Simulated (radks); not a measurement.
W72+, 2 electrons, occupied as [He] (the NIST ground configuration).

Method: Dirac Kohn-Sham, BLYP, spin-unpolarised, spherical densities, finite nucleus; Fermi nuclear charge, rms radius 5.3658 fm; computed with a radial shooting solver on a logarithmic mesh with Libxc functionals.

Energy parts (Ry):
total: -11785.4189
kinetic: 13973.8286
electron-nucleus: -25862.7839
Hartree: 208.2401
exchange-correlation: -104.7037

Orbitals (lengths in bohr, moments of r in powers of bohr; r(max) is where P^2 peaks):
orbital  occ.  eigenvalue (Ry)  <1/r>   r(max)  small-component weight
1s1/2       2        -5802.466  87.39  0.01143                7.84e-02
2s1/2       0        -1474.099  21.93  0.06425                1.87e-02
2p1/2       0        -1456.152  22.06  0.04699                1.90e-02
2p3/2       0        -1345.074  18.48  0.05356                1.72e-02

The highest occupied level is 1s1/2 at -78947 eV. Summed over all electrons, <r^2> = 0.0009152 bohr^2, which gives a Langevin (diamagnetic) susceptibility term of -0.000725 x 10^-6 cm^3/mol. The electron density at the nucleus is 1.2e+06 e/bohr^3.
